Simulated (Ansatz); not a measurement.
The first iterations of a band of AlF2H3O (7 atoms, charge 0, multiplicity 1).

The calculation used RKS PBE0/6-31G* in Ansatz 0.2.0.

| Quantity | Value |
| --- | --- |
| movable images | 7 |
| climbing image | yes |
| spring | 5.0 eV/Å² |
| optimiser | quadratic models (default) |
| start path | through a guess of the saddle point |
| force threshold | 0.03 eV/Å |
| iteration limit | 60 |
| end points | relaxed |

First end point:

```xyz
7
Properties=species:S:1:pos:R:3
Al 0.079 0.012 0.135
H -0.017 0.728 1.547
F 1.436 0.236 -0.789
F -1.333 -0.296 -0.712
O 0.138 -1.910 0.674
H -0.663 -2.254 0.241
H 0.031 -2.042 1.629
```

Last end point:

```xyz
7
Properties=species:S:1:pos:R:3
Al 0.039 -0.595 -0.246
H 0.068 0.239 1.867
F 1.395 0.297 -0.493
F -1.421 0.095 -0.573
O 0.177 -2.249 0.111
H -0.603 -2.810 0.090
H 0.017 -0.502 1.969
```

| iteration | highest image above the first end (eV) | largest band force component (eV/Å) |
| --- | --- | --- |
| 1 | 2.510 | 4.629 |
| 2 | 1.237 | 2.566 |
| 3 | 1.021 | 7.673 |

**Question.** Does the band converge within its limit, and where does its top end?

**Answer.** The forces met the threshold. It ended after 10 iterations with the highest image 0.913 eV above the first end. A vibrational analysis at the climbing image gives one clearly imaginary mode, 1275i cm⁻¹: a first-order saddle point. The orbitals stay closed-shell, which can raise the energy where a bond breaks towards radicals; this wasn't checked here.

Time of the run: 2.8 min on 1 thread of Arm Neoverse V1, on a shared host, peak memory 0.13 GiB.
